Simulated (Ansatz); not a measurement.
A run for Ansatz (a program for electronic structure): R-PBE/def2-TZVPP on CdH2 (SMILES [CdH2]), atoms moved off the minimum. Elements past Kr take the def2 small-core potentials; no spin–orbit coupling.

Ansatz 0.2 input:
```yaml
crystal:
  periodic: [false, false, false]
  atoms:
    - {symbol: Cd, position_ang: [0.01097297, -0.07385521, 0.28036383]}
    - {symbol: H, position_ang: [-0.04404551, -0.05491631, 1.73822936]}
    - {symbol: H, position_ang: [0.14244296, 0.09817488, -1.48174150]}
basis:
  gaussian:
    orbitals: def2-TZVPP
hamiltonian:
  xc: {name: PBE}
scf: {lower_state_search: off}
output: {forces: true}
```

### Question
Give the final energy of this run.

### Answer
-168.9126 hartree.
